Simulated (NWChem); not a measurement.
System: MgH2SeO; SMILES [Mg]([SeH])[OH]

The following NWChem deck was run.

```
start job
memory heap 200 mb stack 900 mb global 1100 mb
geometry units angstroms
  Mg     0.874494    -0.918023    -0.320395
  O      1.961602    -2.134436    -0.707883
  H      2.571650    -2.827014    -0.920779
  Se    -0.681497     0.752662     0.239373
  H     -1.408907    -0.117594     1.131143
end
basis spherical
  * library def2-svp
end
dft
  xc pbe0
  iterations 150
end
driver
  maxiter 120
end
task dft optimize
task dft freq
```

This build's default masses of Se (78.918 u) and Br (79.917 u) are each other's, which moves their modes by up to 0.6 %.

The level has its own optimisation; frequencies are unscaled.

Task: Predict the main results of this run. (PBE0/def2-SVP.) Quantities: r Mg–O (Å); r Mg–Se (Å); r H–O (Å); r H–Se (Å); highest harmonic frequency (cm⁻¹); lowest (cm⁻¹); zero-point energy (kcal/mol); dipole (D).

Result: 
```json
{
 "r Mg–O (Å)": "1.758",
 "r Mg–Se (Å)": "2.426",
 "r H–O (Å)": "0.951",
 "r H–Se (Å)": "1.473",
 "highest harmonic frequency (cm⁻¹)": "4104",
 "lowest (cm⁻¹)": "96",
 "zero-point energy (kcal/mol)": "12.4",
 "dipole (D)": "1.58"
}
```
